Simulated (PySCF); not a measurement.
[Fe(OH)4]2-: Fe(II) (d6), charge -2. The structure is a PBE0-D3(BJ)/def2-TZVP, IEF-PCM water geometry optimised for multiplicity 5; coordination tetrahedral, point group S4, metal–donor distances 2.02 Å.

```
9

Fe    0.0000    0.0000    0.0000
O     1.1515    1.1515    1.1871
H     0.6665    1.9444    1.4270
O    -1.1515   -1.1515    1.1871
H    -0.6665   -1.9444    1.4270
O    -1.1515    1.1515   -1.1871
H    -1.9444    0.6665   -1.4270
O     1.1515   -1.1515   -1.1871
H     1.9444   -0.6665   -1.4270
```

Method (PySCF 2.14, density fitting): CASSCF(6,5) with orbitals averaged over all microstates of the shell, strongly contracted NEVPT2 on the averaged canonical orbitals; basis x2c-TZVPall on the metal, x2c-SVPall elsewhere; spin-free X2C; IEF-PCM water; spin-orbit coupling by state interaction with the mean-field operator over all roots.

What is the ground state?

5B (from 5E) (S = 2, orbital degeneracy 1), with 3.0 electrons in the lower (e-type) set and 3.0 in the upper (t2-type) set, by NEVPT2.

List the excited states of the same spin.

By NEVPT2: 5A (from 5E) at 2474 cm⁻¹; 5E (from 5T2) at 5469 cm⁻¹; 5B (from 5T2) at 5782 cm⁻¹. The strongest, at 5469 cm⁻¹, has f = 1.2e-04.

Which is the lowest state of another spin?

3A (from 3T1) at 18216 cm⁻¹ by NEVPT2; CASSCF alone puts it at 20177 cm⁻¹ above the same ground state.

Give the fitted ligand-field and repulsion parameters.

At CASSCF level (the NEVPT2 levels don't fit a ligand-field model well): orbital energies 0, 1788, 4683, 4683, 4725 cm⁻¹; 10Dq = 3802 cm⁻¹ (difference of the means of the two sets); B = 1109 cm⁻¹; C = 4163 cm⁻¹; B over its free-ion value at the same level 0.939; rms of the fit 106 cm⁻¹; ζ = 396 cm⁻¹ (free ion 412).

What magnetic behaviour follows?

The ground multiplet follows a spin Hamiltonian with S = 2, g = 2.035, 2.035, 2.129, D = -7.10 cm⁻¹, E/|D| = 0.00 (spin-orbit part alone); the lowest levels hold 100 % of the spin-free ground state. μeff is 5.11 μB at 300 K and 4.79 μB at 10 K; the spin-only value is 4.90 μB.

NEVPT2 lifts 5B (from 5T2) from 4616 to 5782 cm⁻¹; on the d shell alone such lifts tend to overshoot. Gaps between spin states lean to high spin in this active space.

The job took 10 s on one thread of Arm Neoverse V2 (shared host), with 124 basis functions and a peak of 0.53 GiB, launched as `OMP_NUM_THREADS=1 python lf_run.py task.json out`.
